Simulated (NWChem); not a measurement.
Everything below was run with NWChem. System: HCu, charge 0, spin multiplicity 1, at a geometry optimised with PBE/def2-SVP. The structure started from a generated list of species. Level: CIS/def2-SVPD.

Input file:

```
start mol
memory heap 200 mb stack 900 mb global 1100 mb
geometry units angstroms nocenter noautoz
  Cu     0.000000     0.000000     0.048775
  H      0.000000     0.000000    -1.414468
  symmetry group C2v
end
basis spherical
  * library def2-svpd
end
dft
  xc hfexch
  semidirect memsize 60000000 filesize 0
  iterations 100
end
tddft
  cis
  nroots 8
  notriplet
  thresh 1e-4
end
task tddft energy
```

Part of the output:

```
             Northwest Computational Chemistry Package (NWChem) 7.3.0
             --------------------------------------------------------

                                NWChem Input Module
                                -------------------

 Scaling coordinates for geometry "geometry" by  1.889725989
 (inverse scale =  0.529177249)

 Turning off AUTOSYM since
 SYMMETRY directive was detected!

                             Geometry "geometry" -> ""
                             -------------------------

 Output coordinates in angstroms (scale by  1.889725989 to convert to a.u.)

  No.       Tag          Charge          X              Y              Z
 ---- ---------------- ---------- -------------- -------------- --------------
    1 Cu                  29.0000     0.00000000     0.00000000     0.04877500
    2 H                    1.0000     0.00000000     0.00000000    -1.41446800

 Effective nuclear repulsion energy (a.u.)      10.4877591904

            Nuclear Dipole moment (a.u.)
            ----------------------------
        X                 Y               Z
 ---------------- ---------------- ----------------
     0.0000000000     0.0000000000     0.0000132281

      Symmetry information
      --------------------

 Group name             C2v
 Group number             16
 Group order               4
 No. of unique centers     2

      Symmetry unique atoms

     1    2


 Summary of "ao basis" -> "" (spherical)
 ------------------------------------------------------------------------------
       Tag                 Description            Shells   Functions and Types
 ---------------- ------------------------------  ------  ---------------------
 *                         def2-svpd                  on all atoms

  xc_inp: hfexch multiplicative factor not found.

                                 NWChem DFT Module
                                 -----------------

 Summary of "ao basis" -> "ao basis" (spherical)
 ------------------------------------------------------------------------------
       Tag                 Description            Shells   Functions and Types
[...]
     Occ.   12  b2  ---  Virt.   16  a1      -0.25542
     Occ.   12  b2  ---  Virt.   20  a1      -0.15221
     Occ.   13  a1  ---  Virt.   17  b2      -0.06460
     Occ.   13  a1  ---  Virt.   22  b2       0.05196
     Occ.   14  a2  ---  Virt.   18  b1       0.06460
     Occ.   14  a2  ---  Virt.   21  b1      -0.05196
     Occ.   15  a1  ---  Virt.   17  b2      -0.92330
     Occ.   15  a1  ---  Virt.   18  b1      -0.08639
     Occ.   15  a1  ---  Virt.   22  b2       0.11647
  ----------------------------------------------------------------------------
  Root   7 singlet b1             0.222959314 a.u.                6.0670 eV
  ----------------------------------------------------------------------------
     Transition Moments    X  1.52375   Y -0.14257   Z  0.00000
     Transition Moments   XX  0.00000  XY -0.00000  XZ -1.03461
     Transition Moments   YY  0.00000  YZ  0.09680  ZZ -0.00000
     Dipole Oscillator Strength                    0.3481345762
     Electric Quadrupole                           0.0000000637
     Magnetic Dipole                               0.0000005561
     Total Oscillator Strength                     0.3481351960

          sigma_e =   2.7014 Angstrom
          sigma_h =   1.3197 Angstrom
         |d_h->e| =   0.8249 Angstrom
            d_exc =   3.1118 Angstrom
            d_CD1 =   2.2066 Angstrom
            d_CD2 =  -1.1857 Angstrom
            d_CD3 =   3.9367 Angstrom
     Pearson C.C. =   0.0051

     Occ.   10  a1  ---  Virt.   18  b1       0.10076
     Occ.   11  b1  ---  Virt.   16  a1       0.25542
     Occ.   11  b1  ---  Virt.   20  a1       0.15221
     Occ.   13  a1  ---  Virt.   18  b1       0.06460
     Occ.   13  a1  ---  Virt.   21  b1      -0.05196
     Occ.   14  a2  ---  Virt.   17  b2       0.06460
     Occ.   14  a2  ---  Virt.   22  b2      -0.05196
     Occ.   15  a1  ---  Virt.   17  b2       0.08639
     Occ.   15  a1  ---  Virt.   18  b1      -0.92330
     Occ.   15  a1  ---  Virt.   21  b1       0.11647
  ----------------------------------------------------------------------------
  Root   8 singlet a1             0.256479860 a.u.                6.9792 eV
  ----------------------------------------------------------------------------
     Transition Moments    X  0.00000   Y -0.00000   Z -0.77037
     Transition Moments   XX -1.03172  XY -0.00000  XZ -0.00000
     Transition Moments   YY -1.03172  YZ  0.00000  ZZ  0.63456
     Dipole Oscillator Strength                    0.1014748704
     Electric Quadrupole                           0.0000000832
     Magnetic Dipole                               0.0000000000
     Total Oscillator Strength                     0.1014749535

          sigma_e =   2.3443 Angstrom
          sigma_h =   1.1482 Angstrom
         |d_h->e| =   1.6610 Angstrom
            d_exc =   3.1793 Angstrom
            d_CD1 =   2.8572 Angstrom
            d_CD2 =  -0.0852 Angstrom
            d_CD3 =   4.8403 Angstrom
     Pearson C.C. =  -0.0993

     Occ.   10  a1  ---  Virt.   16  a1       0.63059
     Occ.   10  a1  ---  Virt.   19  a1      -0.14519
     Occ.   10  a1  ---  Virt.   20  a1       0.36812
     Occ.   10  a1  ---  Virt.   26  a1      -0.05256
     Occ.   11  b1  ---  Virt.   18  b1       0.11133
     Occ.   11  b1  ---  Virt.   21  b1      -0.08393
     Occ.   12  b2  ---  Virt.   17  b2      -0.11133
     Occ.   12  b2  ---  Virt.   22  b2       0.08393
     Occ.   15  a1  ---  Virt.   16  a1       0.53162
     Occ.   15  a1  ---  Virt.   19  a1       0.22669
     Occ.   15  a1  ---  Virt.   20  a1      -0.25605

              Target root =      1
          Target symmetry = none
      Ground state energy =  -1639.241048130001
        Excitation energy =      0.137346658247
     Excited state energy =  -1639.103701471754

  stored tddft:energy   -1639.1037014717540

 Task  times  cpu:        6.9s     wall:        6.9s

 Total times  cpu:        7.0s     wall:        7.0s
```
